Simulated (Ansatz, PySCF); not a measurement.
Pair of molecules: AsH3 (SMILES [AsH3]) (first 4 atoms) with H2Se (SMILES [SeH2]); geometry from B3LYP-D3(BJ)/def2-TZVP, rigid monomers moved along the line of their centres of mass till As1···Se5 is 4.29 Å.
(charge 0, multiplicity 1):
```csv
atom,x (Å),y (Å),z (Å)
As,-0.1887,-0.1176,-0.3551
H,-0.1534,-0.0902,-1.8806
H,1.3100,0.1333,-0.2509
H,-0.5074,1.3694,-0.2698
Se,-0.0175,-0.5860,3.9031
H,-1.4613,-0.6545,3.6408
H,-0.2481,-0.0771,5.2649
```

Quantity: the interaction energy.

Interaction energies are E(AB) − E(A) − E(B) at the monomers' geometry in the complex; basis-set methods are counterpoise corrected.

Correlated levels freeze the cores. Filled d and f shells under p-block atoms count as core. CBS(a, b) extrapolates the correlation energy as X⁻³ and adds the Hartree–Fock energy of set b.

Run with Ansatz (Gaussian orbitals); PySCF for the dispersion terms. Values without a source in brackets are computed.

Costs are ratios of core time to PBE/def2-TZVPPD (roughly 10 s), for whole runs (searches for the state included, and forces where a run took them) on one shared machine, so rough; each difference counts from -0.98 kcal/mol (MP2/CBS(aug-cc-pVDZ, aug-cc-pVTZ) + ΔCCSD(T)/aug-cc-pVDZ, a level with limits of its own).

```tsv
level	basis functions	cost
PBE/def2-TZVPPD	196	×1
PBE-D3(BJ)/def2-TZVPPD	196	×1
B3LYP/def2-TZVPPD	196	×1
B3LYP-D3(BJ)/def2-TZVPPD	196	×1
PBE0/def2-TZVPPD	196	×2
PBE0-D3(BJ)/def2-TZVPPD	196	×2
r2SCAN/def2-TZVPPD	196	×2
r2SCAN-D3(BJ)/def2-TZVPPD	196	×2
CCSD(T)/aug-cc-pVDZ	117	×3
MP2/aug-cc-pVTZ	233	×3
wB97X-V/def2-TZVPPD	196	×3
wB97M-V/def2-TZVPPD	196	×4
```

Each difference (kcal/mol): PBE/def2-TZVPPD 0.39; PBE-D3(BJ)/def2-TZVPPD -0.25; B3LYP/def2-TZVPPD 0.90; B3LYP-D3(BJ)/def2-TZVPPD -0.24; PBE0/def2-TZVPPD 0.46; PBE0-D3(BJ)/def2-TZVPPD -0.23; r2SCAN/def2-TZVPPD 0.32; r2SCAN-D3(BJ)/def2-TZVPPD 0.02; CCSD(T)/aug-cc-pVDZ 0.12; MP2/aug-cc-pVTZ -0.08; wB97X-V/def2-TZVPPD 0.01; wB97M-V/def2-TZVPPD 0.06.

Ansatz is a first-principles code.
